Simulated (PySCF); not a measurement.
## Do core-level shifts follow atomic charges?

C₄H₁₀O₃Si.
SMILES with atom numbers: `[CH3:1][O:2][SiH:3]([O:4][CH3:5])[C:6]([CH3:7])=[O:8]`

Binding energies: PySCF 2.14.0, delta-SCF UKS SCAN, pcX-2 on the ionised atom, pcseg-1 elsewhere, spin-free X2C. Charges: PBE0/pcSseg-1 ground-state density, for the ionised atom.

```tsv
atom	environment	C 1s (eV)	Mulliken (e)	IAO (e)	Hirshfeld (e)	ESP (e)
C7	methyl carbon next to a carbonyl	290.89	-0.260	-0.464	-0.123	-0.446
C1	methoxy carbon	292.31	-0.026	-0.193	-0.034	-0.252
C6	carbonyl carbon	292.77	-0.070	+0.117	+0.084	+0.503
```

Problem. Give the correlation coefficient and slope of binding energy on charge for each scheme.

Solution. IAO: r = 0.95, slope 3.2 eV per e; Hirshfeld: r = 0.93, slope 8.9 eV per e; Mulliken: r = 0.91, slope 7.2 eV per e; ESP: r = 0.82, slope 1.6 eV per e. On 3 points no scheme stands out.

Problem. The point-charge model writes a binding energy as kq + V + constant, with V the potential of the other atoms' charges at the site. What does it give with the ESP charges?

Solution. V = Σ 14.40 eV Å × q/r over all other atoms: +7.08 eV at C7, +3.03 eV at C1, -6.49 eV at C6. Fitting binding energy − V to q gives k = 15.4 eV per e and leaves an rms residual of 1.03 eV, against 0.47 eV for the fit on q alone. The model has no term for differences in relaxation between sites.

Spin contamination (⟨S²⟩ against 0.75 for a pure doublet) is marked for C 1s of C6 (0.86), which makes this value less certain. Isolated species at its PBE0-D3(BJ)/def2-SVP geometry (one conformer only).

Shape of the structure used: `[CH3:1][O:2][SiH:3]([O:4][CH3:5])[C:6]([CH3:7])=[O:8]`: C1–O2–Si3–O4 174°, O2–Si3–O4–C5 -58°, O2–Si3–C6–C7 -121°.
